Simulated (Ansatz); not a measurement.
`N[SiH](F)CCl` + `P[SiH2]Cl` → `N[SiH](F)P` + `ClC[SiH2]Cl`  (redistribution)

Calculated with Ansatz (gas phase, PBE0-D4/def2-TZVP geometries, no zero-point term in ΔE). CCSD(T)/CBS adds triple-zeta CCSD(T) − MP2 to the extrapolated MP2 energy (def2 sets, frozen cores). Functionals use def2-TZVPP. B3LYP here is the variant with VWN-RPA as its local correlation; programs differ in this. Each species was taken in one conformer, which may not be the lowest.

`N[SiH](F)CCl`:

```xyz
10

N    -0.106    0.922    1.335
Si    0.428    0.536   -0.219
F     2.023    0.380   -0.337
C    -0.221   -1.141   -0.743
Cl   -1.996   -1.095   -0.916
H    -0.166    0.260    2.089
H    -0.222    1.871    1.647
H     0.037    1.625   -1.138
H     0.199   -1.441   -1.703
H     0.024   -1.917   -0.015
```

`P[SiH2]Cl`:

```xyz
7

P    -1.520    0.122   -0.134
Si    0.695   -0.234   -0.224
Cl    1.473    0.952   -1.715
H    -1.370    1.351    0.563
H    -1.638   -0.639    1.063
H     0.940   -1.652   -0.580
H     1.419    0.100    1.027
```

`N[SiH](F)P`:

Z-matrix (Å, degrees):
```
Si
F 1 1.607
P 1 2.240 2 105.0
N 1 1.696 2 114.5 3 -117.5
H 1 1.481 2 105.5 3 124.8
H 3 1.420 1 93.6 2 61.3
H 3 1.420 1 93.0 2 155.6
H 4 1.007 1 122.1 2 73.6
H 4 1.007 1 121.9 2 -82.6
```

`ClC[SiH2]Cl`:

Z-matrix (Å, degrees):
```
C
Si 1 1.873
Cl 1 1.787 2 106.4
H 1 1.090 2 112.5 3 -118.2
H 1 1.090 2 112.5 3 118.2
Cl 2 2.058 1 108.5 3 -180.0
H 2 1.479 1 109.9 3 -61.5
H 2 1.479 1 109.9 3 61.5
```

| level | ΔE (kcal/mol) |
| --- | --- |
| r2SCAN | -0.5 |
| B3LYP | -0.4 |

Q: What does CCSD(T)/CBS give? (Estimate.)

A: The calculation gave: -0.4 kcal/mol. The listed levels differ from it by -0.1, 0.0 kcal/mol.

Largest T1 diagnostic among the species: 0.012.
